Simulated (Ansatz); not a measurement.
Geometry optimisation, RKS BLYP-D4/def2-SVP (Ansatz).

Input file:

```yaml
crystal:
  periodic: [false, false, false]
  atoms:
    - { symbol: C, position_ang: [-1.2238, -0.2567, -0.9916] }
    - { symbol: C, position_ang: [-0.6984, -0.136, 0.3645] }
    - { symbol: C, position_ang: [0.3097, -1.0385, 0.8304] }
    - { symbol: O, position_ang: [0.8823, -2.0307, 0.327] }
    - { symbol: C, position_ang: [0.6887, 0.363, 0.5779] }
    - { symbol: O, position_ang: [0.895, 1.2107, 1.7354] }
    - { symbol: O, position_ang: [1.5645, 0.6287, -0.5192] }
    - { symbol: H, position_ang: [-2.0876, -0.8794, -1.0178] }
    - { symbol: H, position_ang: [-1.6215, 0.7913, -1.2789] }
    - { symbol: H, position_ang: [-0.5467, -0.569, -1.7195] }
    - { symbol: H, position_ang: [-1.4572, 0.1417, 1.1149] }
    - { symbol: H, position_ang: [1.5085, 1.9323, 1.5049] }
    - { symbol: H, position_ang: [1.807, -0.1921, -0.9132] }
basis:
  gaussian: { orbitals: def2-SVP }
hamiltonian:
  xc: blyp
  dispersion: d4
relax:
  f_tol: 0.02
  max_steps: 50
```

Command:

```bash
$ ansatz run input.yaml --threads 2 --pin off --max-ram 3072MiB --backend cpu --events-out ev --progress --plain --runs-dir out
```

Problem. Where does it end, and by what steps?

Solution. The run converged. After 15 steps the energy has fallen by 1.333 eV; H13 moved furthest, 0.88 Å.

```csv
step,energy less start (eV),largest force component (eV/Å),accepted
0,0.0000,3.367,yes
1,-0.8637,1.891,yes
2,-1.0745,0.621,yes
3,-1.1081,0.322,yes
4,-1.1249,0.604,yes
5,-1.1674,0.576,yes
6,-1.1910,0.540,yes
7,-1.2304,0.662,yes
8,-1.2953,0.316,yes
9,-1.1233,1.338,no
10,-1.3207,0.443,yes
11,-1.3291,0.386,yes
12,-1.3322,0.095,yes
13,-1.3326,0.069,yes
14,-1.3327,0.025,yes
15,-1.3327,0.020,yes
```

```xyz
13
Properties=species:S:1:pos:R:3
C -1.381 -0.156 -1.036
C -0.671 -0.137 0.312
C 0.360 -1.161 0.688
O 0.630 -2.338 0.757
C 0.851 0.245 0.500
O 1.223 0.993 1.613
O 1.518 0.547 -0.695
H -2.224 -0.878 -1.026
H -1.787 0.844 -1.289
H -0.680 -0.453 -1.838
H -1.256 0.236 1.174
H 0.981 1.927 1.427
H 2.457 0.296 -0.573
```

Whether the end is a true minimum wasn't checked by a vibrational analysis.

Time of the run: 27 s on 2 threads of AMD EPYC 9R14 (Zen 4), on a shared host, peak memory 0.2 GiB.
